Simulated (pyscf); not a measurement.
**F–SiH•–O–SiH₃ (SMILES F[SiH]O[SiH3]), doublet**

Gas-phase minimum from PySCF at ωB97X-D3(BJ)/def2-SVP, one conformer. Other isomers of F–SiH•–O–SiH₃ were not searched in full and may lie lower. 

SMILES: F[SiH]O[SiH3]
```xyz
8

F     -0.7122     1.6569    -2.4649
Si     0.7307     0.9492    -2.1760
O      0.6785     0.2965    -0.6637
Si    -0.3832    -0.4864     0.3624
H      1.7734     2.0256    -2.1857
H     -1.3169    -1.3378    -0.4279
H     -1.1600     0.5158     1.1410
H      0.4126    -1.3372     1.2852
```
Charge 0, spin multiplicity 2.

Bond lengths (Å): F1–Si2 1.633, Si2–O3 1.648, Si2–H5 1.499, O3–Si4 1.671, Si4–H6 1.490, Si4–H7 1.488, Si4–H8 1.486. Angles (°): F1–Si2–O3 107.8, F1–Si2–H5 107.6, O3–Si2–H5 108.2, Si2–O3–Si4 140.3, O3–Si4–H6 109.9, O3–Si4–H7 109.7, O3–Si4–H8 108.0, H6–Si4–H7 109.6, H6–Si4–H8 109.7, H7–Si4–H8 109.9.

Properties at ωB97X-D3(BJ)/def2-SVP:

```json
{
  "harmonic_wavenumbers_unscaled": "34, 54, 94, 330, 617, 729, 743, 758, 785, 890, 967, 971, 1000, 1103, 2178, 2265, 2278, 2288 cm⁻¹",
  "zero_point_energy": "25.9 kcal/mol",
  "rotational_symmetry_number": "1",
  "Entropy of this conformer at 298 K and 1 atm, rigid rotor and harmonic oscillator, modes under 100 cm⁻¹ raised to 100": "337.7 J/(mol K)",
  "dipole_moment": "1.01 D",
  "Spin expectation value S2": "0.752"
}
```

Single-point totals, which compare only within one level:

```
level                   total energy (hartree)
----------------------  ----------------------
ωB97X-D3(BJ)/def2-TZVP              -756.71235
PBE/def2-TZVP                       -756.16475
r²SCAN/def2-TZVP                    -756.52025
B3LYP-D3(BJ)/def2-TZVP              -756.70700
PBE0-D3(BJ)/def2-TZVP               -756.22833
M06-2X/def2-TZVP                    -756.54604
ωB97M-D3(BJ)/def2-TZVP              -756.76183
```

The lowest mode is so soft that the shape along it may change with the basis. Soft torsions are taken as harmonic, which can shift the entropy by several J/(mol K).
